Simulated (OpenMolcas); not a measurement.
## What dynamic correlation does to the levels of Ba I

| Quantity | Value |
| --- | --- |
| Program | OpenMolcas |
| Basis | ANO-RCC-VTZP [8s7p4d2f1g] |
| Scalar Hamiltonian | DKH2, point nucleus |
| Active space | 2 electrons in 8 orbitals (6s 6p 7s 7p) |
| State averaging | 2S+1 = 3 even, 1 root; 2S+1 = 1 even, 7 roots; 2S+1 = 3 odd, 3 roots; 2S+1 = 1 odd, 3 roots |
| Spin-orbit coupling | state interaction with AMFI integrals over the reference wave functions, term energies averaged over their components |

Methods on the same reference wave functions:
A. CASSCF
B. SS-CASPT2, IPEA 0.25 Eh, imaginary shift 0.1 Eh (closed shells correlated: 5s 5p)
C. MS-CASPT2, IPEA 0.25 Eh, imaginary shift 0.1 Eh (closed shells correlated: 5s 5p)
D. XMS-CASPT2, IPEA 0.25 Eh, imaginary shift 0.1 Eh (closed shells correlated: 5s 5p)

Energies in cm-1 above 6s2 1S0, the measured ground level; measured values from NIST Handbook of Basic Atomic Spectroscopic Data.

| Level | A | B | C | D | Measured |
| --- | --- | --- | --- | --- | --- |
| 6s2 1S0 | 0.0 | 0.0 | 0.0 | 0.0 | 0.0 |
| 6s 6p 3P* 0 | 11116 | 11930 | 12010 | 12230 | 12266 |
| 6s 6p 3P* 1 | 11380 | 12190 | 12270 | 12490 | 12637 |
| 6s 6p 3P* 2 | 11922 | 12740 | 12810 | 13040 | 13515 |
| 6s 6p 1P* 1 | 23798 | 21030 | 21110 | 20800 | 18060 |

Deviations, from unrounded energies. A percentage is the sum of absolute deviations over the sum of measured energies, with the sign that they share, or ± where signs differ.

```json
{"Against measurement": "mean absolute deviation (cm-1)", "Levels": "4", "A": "2400", "B": "1100", "C": "1100", "D": "850"}
{"Against measurement": "other configurations (%)", "Levels": "4", "A": "±17.2", "B": "±8.0", "C": "±7.7", "D": "±6.0"}
```

D lies closest to measurement on these levels and A furthest from it. The largest miss of D in the table is 6s 6p 1P* 1, by +2700 cm-1. The ranking rests on the paired levels alone, and a cruder setting can come out closer through cancelling errors.

Among B to D the level of the table that moves most is 6s 6p 1P* 1, by 310 cm-1 (lowest in D, highest in C). Moves below CASPT2's spread within the term are not significant.

The lowest spin-free term lies below A's lowest term by 0.178 hartree in B, 0.178 hartree in C, 0.180 hartree in D.

The run also gave levels led by 6s 7s, which use shells meant for correlation; these and all levels above them are left out. Computed and measured levels are paired by configuration, term and J; levels that our copy of the source lacks, or whose pairing is in doubt (as where it misses far off the trend of its configuration), stay unpaired and out of the deviations. Levels of configurations outside the active space are missing. The table leaves out levels that lie high or whose names do not pair safely across all columns.

* marks odd parity.
